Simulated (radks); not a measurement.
Results of a calculation; reference values are marked as such.
Species: Ni4+. Configuration: [Ar] 3d6. Code: a radial shooting solver on a logarithmic mesh with Libxc functionals. Model: Dirac Kohn-Sham, PBE, spin-unpolarised, spherical densities, point nucleus; open shells fill j = l - 1/2 first.

Spin-orbit splittings of the eigenvalues, e(l+1/2) - e(l-1/2), with zeta = 2 splitting/(2l+1) and mean radii in bohr:

shell  occ.  splitting (eV)  zeta (eV)  <r> j=l-1/2  <r> j=l+1/2
2p        6           17.48      11.65       0.2131       0.2163
3p        6               ?          ?       0.7514       0.7602
3d        6          0.2980     0.1192       0.8385       0.8419

Estimate the 3p splitting.

Answer. 2.317 eV (zeta = 1.545 eV).
